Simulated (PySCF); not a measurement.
C4H10OSi, SMILES C[SiH2]C1COC1.

Geometry: PBE-D3(BJ)/def2-SVP. The structure was generated by enumeration, and PubChem lists no compound with its InChIKey, so it may never have been made. The values are those of a single conformer.

These are PySCF with PBE-D3(BJ)/def2-SVP values and carry that method's errors.

Frequencies are harmonic and unscaled.

Computed normal modes with their intensities:
```tsv
mode	ν (cm⁻¹)	IR (km/mol)	moving atoms (share of kinetic energy)
1	49	3.1	O 49 %, C 23 %, H 23 %
2	61	0.7	C 45 %, H 33 %, Si 14 %
3	124	0.5	C 50 %, H 38 %, Si 10 %
4	160	0.0	H 91 %
5	254	0.4	H 47 %, C 33 %, Si 18 %
6	277	0.5	C 55 %, H 30 %, Si 12 %
7	470	8.6	H 79 %, Si 15 %
8	547	4.0	H 49 %, C 29 %, Si 18 %
9	656	6.3	H 68 %, C 25 %
10	688	8.1	H 54 %, C 30 %, Si 16 %
11	716	41.9	H 56 %, C 22 %, Si 21 %
12	807	11.3	C 53 %, O 29 %, H 17 %
13	852	34.1	H 78 %, C 17 %
14	867	172.5	H 76 %, Si 12 %, C 11 %
15	877	9.1	H 80 %, C 18 %
16	913	67.2	H 95 %
17	935	39.1	C 50 %, H 29 %, O 19 %
18	983	25.2	H 71 %, C 22 %
19	995	23.4	C 74 %, H 26 %
20	1044	99.2	C 54 %, O 45 %
21	1066	1.0	C 66 %, H 22 %, O 11 %
22	1114	0.6	H 82 %, C 9 %, O 8 %
23	1133	0.1	H 93 %
24	1189	7.2	H 75 %, C 25 %
25	1207	5.9	H 57 %, C 42 %
26	1217	17.0	H 79 %, C 21 %
27	1263	0.0	H 78 %, C 18 %
28	1332	12.1	H 67 %, C 32 %
29	1384	2.0	H 96 %
30	1386	4.9	H 96 %
31	1446	2.6	H 93 %
32	1474	0.7	H 90 %, C 10 %
33	2144	94.3	H 98 %
34	2148	122.2	H 96 %
35	2907	137.1	H 95 %
36	2923	17.8	H 94 %
37	2958	48.4	H 90 %, C 10 %
38	2964	48.3	H 90 %, C 10 %
39	2977	3.0	H 97 %
40	3014	15.6	H 92 %
41	3075	3.6	H 91 %, C 9 %
42	3080	2.8	H 91 %, C 9 %
```
